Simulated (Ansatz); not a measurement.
Basis-set extrapolation for C₂H₄AlBS, SMILES `BS[C]1=[CH][AlH]1` (PBE0-D4/def2-TZVP geometry, frozen core, Ansatz). Multiplicity 1, RHF reference.

```json
{"": "HF", "def2-TZVPP": "-742.188693", "def2-QZVPP": "-742.211061"}
{"": "MP2 correlation", "def2-TZVPP": "-0.655645", "def2-QZVPP": "-0.702655"}
{"": "CCSD(T) correlation", "def2-TZVPP": "-0.734028", "def2-QZVPP": "not run"}
```

Energies in hartree. Use E(X) = E(∞) + A·exp(−7.88·√X) for Hartree–Fock and E(X) = E(∞) + B·X^(−2.97) for correlation, with X = 3 and 4, and add CCSD(T) minus MP2 of the smaller set to the MP2 limit.

Task: What is the CCSD(T) energy at the basis-set limit?

Result: HF limit: -742.211061 + (-0.022368) × 0.13774 = -742.21414. MP2 limit: -0.702655 + (-0.047010) × 0.74074 = -0.73748. Higher-order term: -0.734028 − (-0.655645) = -0.07838. Total: -743.03000 hartree, 67.3 kcal/mol below CCSD(T)/def2-TZVPP.
